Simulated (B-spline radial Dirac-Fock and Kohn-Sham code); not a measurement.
# Binding energies of Bi⁺ in different valence configurations

Level of theory: ΔSCF Dirac-Fock with Breit, self-energy and vacuum polarisation, finite nucleus, configuration average; a radial B-spline solver. Correlation energy is missing from these numbers.

Reference: the tabulated ground configuration [Xe] 4f14 5d10 6s2 6p2, with 2s 16410.7 eV, 3d3/2 2706.2 eV, 4p1/2 829.9 eV, 4p3/2 701.2 eV, 5d5/2 40.16 eV, 6s 25.33 eV, Kα1 77103.3 eV, Kβ1 87338.7 eV, Lα1 10837.6 eV, Lβ2 12974.6 eV.

Shifts from the reference in eV.

| configuration | average energy | 2s | 3d3/2 | 4p1/2 | 4p3/2 | 5d5/2 | 6s | Kα1 | Kβ1 | Lα1 | Lβ2 |
| --- | --- | --- | --- | --- | --- | --- | --- | --- | --- | --- | --- |
| [Xe] 4f14 5d10 6s1 6p3 | +10.40 | +1.77 | +1.84 | +1.81 | +1.85 | +1.63 | +2.24 | -0.02 | -0.03 | -0.01 | -0.02 |

Values without a named source are computed, but for edge energies of neutral atoms, which are taken from tables.
